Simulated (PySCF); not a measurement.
Compound: C5H11O2PS.
Cartesian coordinates in Å at the PBE0-D3(BJ)/def2-SVP level; atoms count from 1:
```
atom  x, y, z in Å
C1    -3.7570    0.1679   -0.7583
O2    -2.5980    0.5338   -0.0234
C3    -1.6180   -0.3757    0.0168
O4    -1.6752   -1.4436   -0.5344
P5    -0.2285    0.1815    1.1205
C6    -0.0140    1.9229    0.5512
C7     1.1207   -0.6844    0.1883
S8     2.6844   -0.4334    1.0649
C9     3.8220   -1.1127   -0.1581
H10   -4.2117   -0.7424   -0.3409
H11   -4.4520    1.0113   -0.6758
H12   -3.5085   -0.0198   -1.8131
H13    0.0553    2.0104   -0.5433
H14   -0.8626    2.5212    0.9100
H15    0.9106    2.3114    1.0025
H16    1.1946   -0.2999   -0.8432
H17    0.8475   -1.7508    0.1438
H18    4.8349   -1.0058    0.2549
H19    3.6254   -2.1801   -0.3396
H20    3.7680   -0.5603   -1.1087
```

All values: PBE0/pcSseg-1 (PySCF, non-relativistic), on one gas-phase PBE0-D3(BJ)/def2-SVP geometry that isn't relaxed in the solvent. The solvent is an IEF-PCM continuum (Bondi radii, 1.10 Å for H, scaled by 1.2). Only the electrostatic response of the medium enters.

```json
{"run": "gas", "E − E(gas) (kJ/mol)": "0.00", "HOMO (eV)": "-6.46", "HOMO–LUMO gap (eV)": "6.15", "dipole (D)": "2.70"}
{"run": "P", "E − E(gas) (kJ/mol)": "-30.72", "HOMO (eV)": "-6.57", "HOMO–LUMO gap (eV)": "6.19", "dipole (D)": "3.57"}
{"run": "Q", "E − E(gas) (kJ/mol)": "-31.84", "HOMO (eV)": "-6.58", "HOMO–LUMO gap (eV)": "6.19", "dipole (D)": "3.62"}
```

The runs were made in acetone and acetonitrile. Which run belongs to which solvent?

P = acetone, Q = acetonitrile. The dielectric constants are 20.49 (acetone), 35.69 (acetonitrile), and the energy falls further as ε rises. In this model the ground state sees the solvent through ε alone.

How constant is the ratio of the lowering to (ε − 1)/(2ε + 1)?

| solvent | (ε − 1)/(2ε + 1) | E − E(gas) (kJ/mol) | ratio (kJ/mol) | polarisation term (kJ/mol) |
| --- | --- | --- | --- | --- |
| acetone | 0.464 | -30.72 | -66.2 | -35.09 |
| acetonitrile | 0.479 | -31.84 | -66.4 | -36.58 |

The ratio changes by +0.4 % in size from acetone to acetonitrile. The polarisation term is half the interaction of the solute with the induced surface charges.
